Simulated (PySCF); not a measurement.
## Structure from NMR data

An unknown has the formula C₆H₈BN. Its calculated NMR data are:

¹H NMR (600 MHz, computed): δ 7.39 (dd, J = 9.0, 8.2 Hz, 2H), 7.30 (d, J = 9.0 Hz, 2H), 7.11 (t, J = 8.2 Hz, 1H), 6.56 (br s, 1H), 5.31 (br, 2H).

¹³C{¹H} NMR (computed): δ 148.1 (C), 135.0 (CH), 128.6 (CH), 121.3 (CH).

One averaged value for each set of equivalent atoms, isolated molecule, relativity neglected, one conformer. Geometry from PBE0-D3(BJ)/def2-SVP; shieldings: GIAO PBE0/pcSseg-1; B3LYP/pcJ-1 coupling constants (spin–dipole term only in couplings to heteroatoms); PySCF 2.14.0 with density-fitted response routines.

Referencing at the same level of theory: TMS for ¹H (σ = 31.27 ppm) and ¹³C (σ = 184.41 ppm).

**Question.** What is the structure?

**Answer.** 
- 4 carbon signals for 6 carbons: some carbons are equivalent by symmetry or fast rotation.
- Carbon types of the structure: 1 × C, 5 × CH, leaving 3 H on heteroatoms.
- δC 148.1: aromatic carbon bearing nitrogen; an ipso carbon deshielded by its heteroatom.
- δC 135.0, 128.6, 121.3: aromatic CH.
- δH 7.39, 7.30, 7.11: hydrogen on an aromatic CH; aromatic region.
- δH 6.56: hydrogen on an aniline-type nitrogen; labile proton, position sensitive to the medium.
- δH 5.31: hydrogen on a boron bonded to N.

The compound is SMILES C1(NB)=CC=CC=C1.

The shifts were computed for this structure.

OH/NH shifts are gas-phase values; hydrogen bonding in solution moves them, usually downfield. Hydrogens on boron are broadened and split by ¹¹B (spin 3/2, 80 %) and 10B (spin 3). Splittings below 1 Hz are ignored in the labels, and close J values are merged. Couplings among chemically equivalent protons are left out too, so labels in AA′BB′ or AA′XX′ sets are apparent multiplicities. Unscaled 3J(H,H) at this level run about 10 % above measured values. Shifts are as computed. Against solution values, carbons near 30 ppm lie about +2 ppm off and those near 130 ppm about +5 ppm. Of 1313 compounds with measured shifts, 239 miss one by over three times the rms of a fit or turn the order of signals round; such compounds aren't used in these exercises. Couplings to exchangeable protons are dropped.
